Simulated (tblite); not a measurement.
Compound: C₆H₉FNOP.
Cartesian coordinates in Å at the GFN2-xTB level; atoms count from 1:
```xyz
19
C6H9FNOP angstrom
C     -1.1550    1.3332    0.9087
C     -0.9011    0.5720   -0.3765
C     -1.3491   -0.9047   -0.4325
F     -1.2519   -1.4829    0.8134
C     -0.2265   -1.4488   -1.3280
P      0.8041    0.0454   -0.9185
O      1.5431    0.7650   -1.9528
C      1.7999   -0.3827    0.5825
C      2.1461    0.8582    1.2143
N      2.3974    1.8530    1.7167
H     -0.8078    0.7697    1.7715
H     -0.6304    2.2859    0.8854
H     -2.2207    1.5218    1.0287
H     -1.3379    1.1023   -1.2299
H     -2.3733   -1.0851   -0.7708
H      0.1191   -2.4408   -1.0479
H     -0.5035   -1.4435   -2.3807
H      1.2325   -1.0152    1.2667
H      2.7052   -0.8935    0.2422
```

Computed with GFN2-xTB (tblite): harmonic, unscaled wavenumbers at the GFN2-xTB geometry, gas phase. This tight-binding method is rough: wavenumbers can miss measured ones by several per cent, in bad cases by 10 to 20. One conformer, not necessarily the lowest.

Harmonic wavenumbers (cm⁻¹): 52.9, 76.2, 98.8, 153.5, 175.9, 185.2, 220.6, 259.5, 285.4, 327.8, 379.7, 384.6, 451.6, 521.8, 595.0, 672.7, 699.6, 752.4, 783.1, 806.9, 881.4, 939.7, 989.8, 993.6, 1014.3, 1030.8, 1046.5, 1126.7, 1139.3, 1148.8, 1153.7, 1182.2, 1210.6, 1272.5, 1294.8, 1303.6, 1354.1, 1408.2, 1411.6, 1481.6, 1488.8, 2406.3, 2922.4, 2943.3, 2949.8, 2976.6, 3004.9, 3018.3, 3023.4, 3039.7, 3046.4.

A = 1571, B = 1012, C = 833.5 MHz; mass 161.041 u (most abundant isotopes); point group C1, symmetry number 1.

**Question.** Zero-point energy?

**Answer.** Half the sum of the wavenumbers: 31043 cm⁻¹ = 371.36 kJ/mol.

**Question.** Entropy at 500 K, 1 bar (ideal gas, RRHO, classical rotation)?

**Answer.** Translation 182.98, rotation 131.44, vibration 227.84: S = 542.3 J/(mol K).

**Question.** And Cp and H(500 K) − H(0)?

**Answer.** Cp = 253.03 J/(mol K), of which vibrations give 219.78 (their classical limit is 51 R = 424.0); H(500 K) − H(0) = 75.22 kJ/mol without the zero-point energy, 58.59 from vibrations.

**Question.** Which modes carry the vibrational entropy at 500 K?

**Answer.** 52.9 cm⁻¹: 23.97; 76.2 cm⁻¹: 20.95; 98.8 cm⁻¹: 18.80; 153.5 cm⁻¹: 15.18; 175.9 cm⁻¹: 14.06; 185.2 cm⁻¹: 13.65 J/(mol K); the other 45 give 121.23 together.

**Question.** How do the functions run with temperature in this model?

**Answer.** 
```tsv
T (K)	S (J/(mol K))	Cp (J/(mol K))	H − H(0) (kJ/mol)	G − H(0) (kJ/mol)	ln q(vib)
50	250.0	55.8	2.08	-10.42	0.45
100	297.9	85.0	5.62	-24.17	1.69
298.15	432.1	175.1	31.55	-97.29	7.50
373.15	475.0	207.2	45.91	-131.32	9.68
750	657.5	314.6	146.82	-346.33	20.10
1000	753.8	353.8	230.70	-523.09	26.33
```

q(vib) and H(0) count from the zero-point level.

**Question.** Blend soft modes into free rotors: weight 1/[1 + (100 cm⁻¹/ν̃)⁴] for the oscillator and the rest for a rotor with moment μB/(μ + B), μ = h/(8π²ν), B = 10⁻⁴⁴ kg m². What vibrational entropy results?

**Answer.** 213.58 J/(mol K) in place of 227.84, which changes −T·S at 500 K by +7.13 kJ/mol.

**Question.** What must be added to the electronic energy to get the Gibbs energy at 500 K and 1 bar?

**Answer.** ZPE + [H(500 K) − H(0)] − T·S = 371.36 + 75.22 − 271.13 = 175.45 kJ/mol.

Hindered rotation and anharmonicity are outside this model. Other conformers, if any are populated, would add a mixing term that is left out. The structure is chiral; the term R ln 2 for an equal mix with its mirror image is left out.
